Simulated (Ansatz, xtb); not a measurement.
**C3H5BN2S: which of two isomers lies lower**

Structure a is `Bn1cc(S)cn1`, a singlet and structure b is `Bc1[nH]ncc1S`, a singlet. Both are isolated molecules in the gas phase, relaxed with B3LYP/def2-SVP; the shapes shown needn't be the lowest conformers.

a (Å):

```xyz
12

C    -1.1231   -0.6558   -0.0384
C     0.0458   -1.3492    0.1383
C     1.0702   -0.3426    0.0197
B    -1.6834    1.7675   -0.4819
N    -0.7957    0.6753   -0.2484
N     0.5692    0.8469   -0.1958
S     0.2236   -3.0991    0.3273
H    -1.2212    2.8615   -0.6314
H    -2.8597    1.5208   -0.5145
H    -2.1584   -0.9889   -0.0340
H     1.0085   -3.0623    1.4308
H     2.1492   -0.4871    0.0938
```

b (Å):

```yaml
atoms:
  - { symbol: C, position_ang: [-0.7955, 0.0086, -0.0822] }
  - { symbol: C, position_ang: [0.3701, -1.9090, 0.1267] }
  - { symbol: C, position_ang: [0.5053, -0.5039, 0.1559] }
  - { symbol: B, position_ang: [-1.3599, 1.4075, -0.1817] }
  - { symbol: N, position_ang: [-1.5645, -1.1357, -0.2267] }
  - { symbol: N, position_ang: [-0.8994, -2.2631, -0.1075] }
  - { symbol: S, position_ang: [2.0159, 0.3443, 0.4361] }
  - { symbol: H, position_ang: [-2.5374, 1.5682, -0.3976] }
  - { symbol: H, position_ang: [-0.6489, 2.3727, -0.0481] }
  - { symbol: H, position_ang: [-2.5622, -1.1577, -0.4102] }
  - { symbol: H, position_ang: [1.1368, -2.6700, 0.2654] }
  - { symbol: H, position_ang: [1.5033, 1.5923, 0.3451] }
```

Energies in hartree; the thermal terms are from GFN2-xTB frequencies at re-optimised GFN2-xTB minima (ideal gas, soft modes damped towards free rotors, one conformer each, 298.15 K, 1 atm) and include the zero-point energy:

```
                              a           b
E, CCSD(T)/def2-SVP  −648.311813  −648.287400
    E, MP2/def2-SVP  −648.225677  −648.205102
  E, MP2/def2-TZVPP  −648.863067  −648.843123
  zero-point energy     0.078897     0.078788
       H(298 K) − E     0.086812     0.086737
       G(298 K) − E     0.047873     0.047834
```

Problem. Correct the CCSD(T) difference for the basis set by the MP2 change, then work out ΔE, ΔE₀, ΔH and ΔG for a → b in kJ/mol (1 Eh = 2625.50 kJ/mol) and the equilibrium ratio [b]/[a].

Solution. 1. Differences b − a: CCSD(T) +0.024413, MP2 in the small set +0.020575, MP2 in the large set +0.019944 Eh.
2. ΔE = +0.024413 + (+0.019944 − (+0.020575)) = +0.023782 Eh = +62.44 kJ/mol.
3. ΔE₀ = ΔE + ΔZPE = +0.023782 + (−0.000109) Eh = +62.15 kJ/mol.
4. ΔH = ΔE + (−0.000075) Eh = +62.24 kJ/mol.
5. ΔG = ΔE + (−0.000039) Eh = +62.34 kJ/mol, so ΔS = (ΔH − ΔG)/T = −0.3 J/(mol K).
6. kT = 0.9442 mEh, so K = [b]/[a] = exp(−ΔG/kT) = exp(−25.15) ≈ 1.2 × 10^−11.

Structure a is favoured at this temperature. An error of 4 kJ/mol in ΔG would change K by a factor of 5. Mirror images and further conformers aren't counted.

As drawn, b has 1 C–B, 1 N–H in place of 1 B–N, 1 C–H.

Other levels gave ΔE = +74.0 (GFN2-xTB); +95.1 (HF/STO-3G, GFN2-xTB geometries); +42.4 (r2SCAN-D4/def2-SVP, GFN2-xTB geometries); +53.5 (B3LYP/def2-SVP); +79.2 (HF/def2-SVP); +54.0 (MP2/def2-SVP); +64.1 (CCSD(T)/def2-SVP) kJ/mol. The correlated steps freeze 11 core orbitals. Programs: Ansatz 0.2.0, xtb 6.7.1.
